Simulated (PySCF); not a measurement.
BCl2(CH2SiH3), CH₅BCl₂Si.
Cartesian coordinates in Å at the PBE0-D3(BJ)/def2-SVP level; atoms count from 1:
```
atom  x, y, z in Å
B1     0.7036    1.1450   -0.6823
Cl2    2.4565    1.1906   -0.5716
Cl3   -0.1621    2.6719   -0.5934
C4    -0.0567   -0.1969   -0.7798
Si5   -0.5005   -0.8267    0.9560
H6    -1.0103   -0.0855   -1.3195
H7     0.5525   -0.9824   -1.2532
H8     0.7411   -1.0136    1.7636
H9    -1.3883    0.1562    1.6440
H10   -1.2113   -2.1354    0.8406
```

The closed-shell ground state was solved at several levels (PySCF, density fitting, gas phase, non-relativistic).

```
         level  basis functions  total energy (Eh)  HOMO (eV)  LUMO (eV)  gap (eV)  dipole (D)
B3LYP/pcSseg-1              131         -1275.9551      -8.75      -1.52      7.23        1.70
 PBE0/pcSseg-1              131         -1275.3813      -9.06      -1.38      7.68        1.77
```

(1) What might wB97X-D/def2-SVPD (158 basis functions) give for the same quantities?

(2) Over all these levels, which gives the widest orbital gap and which the narrowest?

(3) How far do the dipole and the HOMO energy spread over the levels?

Results:

(1) Total energy -1275.5160 Eh, HOMO -10.92 eV, LUMO 0.38 eV, gap 11.30 eV, dipole 1.71 D.

(2) wB97X-D/def2-SVPD (range-separated hybrid) has the widest, 11.30 eV, and B3LYP/pcSseg-1 (global hybrid, 20 % exact exchange) the narrowest, 7.23 eV. Functional and basis both differ between the two, so the spread mixes both effects.

(3) The dipole runs from 1.70 to 1.77 D (mean 1.73 D) and the HOMO from -10.92 to -8.75 eV.

One conformer stands for the species.

wB97X-D is run here without its empirical dispersion term; that term would change no orbital, density or response property at a fixed geometry.
